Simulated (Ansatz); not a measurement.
Start from `CO[SiH2]C#C[SiH](C)OC` and change one atom or group to get `C#C[SiH](C)OC`.

Ansatz, PBE0-D4/def2-TZVP geometries, multiplicity 1. Each molecule was computed in one conformer, which needn't be the lowest.

```
                                          property  `CO[SiH2]C#C[SiH](C)OC`
           HOMO–LUMO gap (ωB97M-V/def2-TZVPP) / eV                    11.49
                 HOMO energy (PBE/def2-TZVPP) / eV                    -6.68
size of the dipole moment (ωB97M-V/def2-TZVPP) / D                     1.19
              HOMO–LUMO gap (PBE0/def2-TZVPP) / eV                     7.31
                LUMO energy (PBE0/def2-TZVPP) / eV                    -0.78
             HOMO–LUMO gap (B3LYP/def2-TZVPP) / eV                     6.91
```

(1) What does the change do to each property? (Estimate.)

Answers

(1) Computed: 
```
                                          property  `C#C[SiH](C)OC`  shift
           HOMO–LUMO gap (ωB97M-V/def2-TZVPP) / eV            12.17   0.68
                 HOMO energy (PBE/def2-TZVPP) / eV            -6.62   0.06
size of the dipole moment (ωB97M-V/def2-TZVPP) / D             0.66  -0.53
              HOMO–LUMO gap (PBE0/def2-TZVPP) / eV             7.93   0.62
                LUMO energy (PBE0/def2-TZVPP) / eV            -0.12   0.66
             HOMO–LUMO gap (B3LYP/def2-TZVPP) / eV             7.50   0.59
```

Dipoles are sizes alone; their direction can turn.

B3LYP here is the variant with VWN-RPA as its local correlation; programs differ in this.
